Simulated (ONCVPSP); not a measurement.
**What the settings do to the ONCV potential of ruthenium**

Base potential:

* Element: ruthenium
* Generator: ONCVPSP 4.0.1
* Type: optimised norm-conserving Vanderbilt (ONCV)
* Functional: PBE
* Relativity: scalar-relativistic
* Frozen core: [Ar] 3d10
* Valence charge: 16
* Reference configuration: 4s2 4p6 4d7 5s1
* Partial waves: 4s+5s: rc 1.95 bohr, ncon 4, nbas 8, qcut 5.4 1/bohr, 2 projectors; 4p: rc 1.40 bohr, ncon 3, nbas 8, qcut 10.9 1/bohr, 2 projectors, debl 1.9 Ha; 4d: rc 1.50 bohr, ncon 3, nbas 7, qcut 7 1/bohr, 2 projectors, debl 2.8 Ha
* Local potential: polynomial inside 1.30 bohr (lpopt 5, dvloc0 1 Ha)
* Core correction: Teter function, fcfact 2.75, rcfact 1.35

Cutoffs, loose and tight: the cutoffs (Ha) at which the residual kinetic energy of the hardest occupied pseudo-wave falls to 1 and 0.1 mHa per electron. They do not see the model core or the augmentation charge, which bear on the density cutoff. Test errors are all-electron minus pseudo excitation energies from the reference, over the configurations 4s2 4p6 4d7 5s0; 4s2 4p6 4d6 5s0; 4s2 4p6 4d5 5s0; 4s2 4p6 4d7 5s0.5. A dash means not determined; rows that change the core or the reference have their own tests.

```csv
change,outcome,"cutoff, loose","cutoff, tight",bound ghosts,GHOST(+) flags above zero,largest test error (meV)
base,generated,36 Ha,43 Ha,none,none,-6.0
s: qcut 3.7; p: qcut 7.5; d: qcut 4.8,failed: oncvpsp: lschvkbb ERROR 3 2 100,–,–,–,–,–
s: qcut 4.4; p: qcut 8.8; d: qcut 5.6,generated,66 Ha,109 Ha,none,d,-7.6
s: qcut 4.9; p: qcut 9.8; d: qcut 6.3,generated,31 Ha,80 Ha,none,d,-6.4
s: qcut 6.4; p: qcut 13; d: qcut 8.4,generated,47 Ha,57 Ha,none,none,-2.8
s: qcut 7.1; p: qcut 14.3; d: qcut 9.2,"failed: ERROR pspot: first pseudo wave function has node, program will stop",–,–,–,–,–
s: qcut 7.6; p: qcut 15.3; d: qcut 9.8,generated,51 Ha,61 Ha,none,p,-2.5
```

Question: What comes out with this change to the base: s: qcut 5.5; p: qcut 11.2; d: qcut 7.2?

Answer: outcome: generated; cutoff, loose: 37 Ha; cutoff, tight: 45 Ha; bound ghosts: none; GHOST(+) flags above zero: none; largest test error (meV): -8.2.
